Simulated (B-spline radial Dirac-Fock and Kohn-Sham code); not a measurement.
## Satellites and hypersatellites of the K lines of Pr⁴⁰⁺

System: Pr⁴⁰⁺, configuration [Ar] 3d1.

Input of the calculation (task.json; shells as n, l, electrons):

```json
{"items": [{
  "Z": 59,
  "q": 40,
  "cfg": [[1, 0, 2], [2, 0, 2], [2, 1, 6], [3, 0, 2], [3, 1, 6], [3, 2, 1]],
  "A": 141,
  "rrms": 4.8919,
  "do": ["binding", "quiet", "double"]
}]}
```

Launch: `python xray_run.py task.json out`

Method: Dirac-Fock energy differences between relaxed states, corrected for Breit and QED terms. Computed with an atomic code on a B-spline grid. Each two-hole energy is an average over J within one jj subconfiguration, not an observable level; in light atoms, where LS coupling holds, the j-resolved values are not observed lines, and for a K spectator the Kα1 hypersatellite is nearly forbidden. Electron correlation is not included.

Lines without a spectator: Kα2 (K-L2) 35604.6 eV, Kα1 (K-L3) 36089.8 eV, Kβ3 (K-M2) 41063.2 eV, Kβ1 (K-M3) 41180.1 eV. Shifts in eV with one spectator hole (a dash: not computed, or left out as unreliable):

```csv
spectator hole,Kα2,Kα1,Kβ3,Kβ1
L2 (2p1/2),+88.4,+113.4,–,+237.4
L3 (2p3/2),+80.0,+82.9,+201.6,–
M2 (3p1/2),–,+20.61,+47.6,+54.6
M3 (3p3/2),+14.58,–,+46.1,+46.0
```

Question: Where does the K-L3 hypersatellite lie, emitted when both K electrons are missing?

Answer: +749.5 eV from the normal line, at 36839.3 eV. Removing both K electrons costs 89700.7 eV, which is 1078.0 eV more than twice the K binding energy.

With n spectator holes in 2p, averaged over the 2p shell (energies in eV):

```
n     KαLⁿ   step  hypersatellite KαʰLⁿ
0  35928.1      –               36666.4
1  36018.7  +90.6               36758.8
2  36110.9  +92.2               36852.8
3  36204.7  +93.8               36948.4
4  36300.2  +95.4               37045.6
5  36397.2  +97.0               37144.4
```
